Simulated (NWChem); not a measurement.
System: BF cation, doublet

Excerpt of the output:

```
             Northwest Computational Chemistry Package (NWChem) 7.3.0
             --------------------------------------------------------

 ORDER OF PRIMARY AXIS IS BEING SET TO 4
 C4V symmetry detected

                             Geometry "geometry" -> ""
                             -------------------------

 Output coordinates in angstroms (scale by  1.889725989 to convert to a.u.)

  No.       Tag          Charge          X              Y              Z
 ---- ---------------- ---------- -------------- -------------- --------------
    1 B                    5.0000     0.00000000     0.00000000    -0.78089657
    2 F                    9.0000     0.00000000     0.00000000     0.43383143

 Effective nuclear repulsion energy (a.u.)      19.6035459831

      Symmetry information
      --------------------

 Group name             C4v
 Group number             18
 Group order               8
 No. of unique centers     2

  pbe96 is a nonlocal functional; adding pw91lda local functional.

                                 NWChem DFT Module
                                 -----------------

 Summary of "ao basis" -> "ao basis" (spherical)
 ------------------------------------------------------------------------------
       Tag                 Description            Shells   Functions and Types
 ---------------- ------------------------------  ------  ---------------------
 B                          6-31+g*                  8       18   4s3p1d
 F                          6-31+g*                  8       18   4s3p1d

      Symmetry analysis of basis
      --------------------------

        a1         16
        a2          0
        b1          2
        b2          2
        e          16

            General Information
            -------------------
          SCF calculation type: DFT
          Wavefunction type:  spin polarized.
          No. of atoms     :     2
          No. of electrons :    13
           Alpha electrons :     7
            Beta electrons :     6
          Charge           :     1
          Spin multiplicity:     2
          Use of symmetry is: on ; symmetry adaption is: on
          Maximum number of iterations: 150
          AO basis - number of functions:    36
                     number of shells:    16
          Convergence on energy requested:  1.00D-06
          Convergence on density requested:  1.00D-05
          Convergence on gradient requested:  5.00D-04

              XC Information
              --------------
          PerdewBurkeErnzerhof Exchange Functional  1.000
            Perdew 1991 LDA Correlation Functional  1.000 local
           PerdewBurkeErnz. Correlation Functional  1.000 non-local

             Grid Information
             ----------------
          Grid used for XC integration:  medium
          Radial quadrature: Mura-Knowles
          Angular quadrature: Lebedev.
          Tag              B.-S. Rad. Rad. Pts. Rad. Cut. Ang. Pts.
          ---              ---------- --------- --------- ---------
          B                   0.85       49          10.0       434
          F                   0.50       49           8.0       434
          Grid pruning is: on
          Number of quadrature shells:    98
          Spatial weights used:  Erf1

      Superposition of Atomic Density Guess
      -------------------------------------

 Sum of atomic energies:        -123.90815395

 Renormalizing density from      14.00 to     13

      Non-variational initial energy
      ------------------------------

 Total energy =    -118.345920
 1-e energy   =    -194.774229
 2-e energy   =      56.824764
 HOMO         =      -0.697352
 LUMO         =      -0.328023

   Symmetry analysis of molecular orbitals - initial alpha
   -------------------------------------------------------

 !! scf_movecs_sym_adapt:    4 vectors were symmetry contaminated

  Symmetry fudging

 !! scf_movecs_sym_adapt:    4 vectors were symmetry contaminated

  Numbering of irreducible representations:

     1 a1          2 a2          3 b1          4 b2          5 e

  Orbital symmetries:

     1 a1          2 a1          3 a1          4 a1          5 e
     6 e           7 a1          8 e           9 e          10 a1
    11 a1         12 e          13 e          14 a1         15 a1
    16 e          17 e

   Symmetry analysis of molecular orbitals - initial beta
   ------------------------------------------------------

 !! scf_movecs_sym_adapt:    4 vectors were symmetry contaminated

  Symmetry fudging

 !! scf_movecs_sym_adapt:    4 vectors were symmetry contaminated

  Numbering of irreducible representations:

     1 a1          2 a2          3 b1          4 b2          5 e

  Orbital symmetries:

     1 a1          2 a1          3 a1          4 a1          5 e
     6 e           7 a1          8 e           9 e          10 a1
    11 a1         12 e          13 e          14 a1         15 a1
    16 e          17 e

     ---------------------------------------------
      Total Density - Mulliken Population Analysis
     ---------------------------------------------

    Atom       Charge   Shell Charges
 -----------   ------   -------------------------------------------------------
    1 B    5     3.58   2.00  0.57  0.38  0.52 -0.01  0.03  0.01  0.08
    2 F    9     9.42   2.00  1.09  4.04  0.82  1.49 -0.04  0.02  0.01

     --------------------------------------------
      Spin Density - Mulliken Population Analysis
     --------------------------------------------

[...]

                         DFT ENERGY GRADIENTS

    atom               coordinates                        gradient
                 x          y          z           x          y          z
   1 B       0.000000   0.000000  -1.475681    0.000000   0.000000   0.026544
   2 F       0.000000   0.000000   0.819823    0.000000   0.000000  -0.026544
```

Level: PBE/6-31+G* (spherical d), spin-unrestricted. The geometry was optimised at PBE0/def2-SVP, spin-unrestricted. No stability test was run on the SCF state.

### Question
Write an input that gives this output.

### Answer
This is not unique; one that fits is the input that was run:
```
start job
memory heap 200 mb stack 900 mb global 1100 mb
charge 1
geometry units angstroms noautoz
  B      0.000000     0.000000    -0.778468
  F      0.000000     0.000000     0.436260
end
basis spherical
  B library 6-31+g*
  F library 6-31+g*
end
dft
  odft
  mult 2
  xc xpbe96 cpbe96
  iterations 150
  mulliken
end
task dft gradient
```
